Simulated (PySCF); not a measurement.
## Excitation energy of Gd by level of theory

Gd [Xe] 4f7 5d1 6s2 (9D) → Gd [Xe] 4f8 5d1 6s1 (high-spin determinant), as a difference of total energies. Computed with PySCF 2.14 in cc-pVDZ-X2C (8s7p5d3f1g, 84 functions), with the spin-free X2C one-electron Hamiltonian (Gaussian nucleus). Correlated levels: valence: [Kr] 4d10 frozen; valence and next inner shell: [Ar] 3d10 frozen. The calculations carry no spin-orbit coupling.

```json
{"method": "UHF", "excitation energy (eV)": "5.987"}
{"method": "MP2 (valence)", "excitation energy (eV)": "3.859"}
{"method": "SCS-MP2 (valence)", "excitation energy (eV)": "4.141"}
{"method": "MP2 (valence and next inner shell)", "excitation energy (eV)": "3.569"}
{"method": "SCS-MP2 (valence and next inner shell)", "excitation energy (eV)": "3.896"}
```

**Question.** How much does correlation contribute at MP2 (valence and next inner shell)?

**Answer.** 3.569 − (5.987) = -2.418 eV, measured against UHF.

The determinant of the upper state mixes LS terms, which raises its energy above the lowest term, most at the Hartree-Fock and MP2 levels.
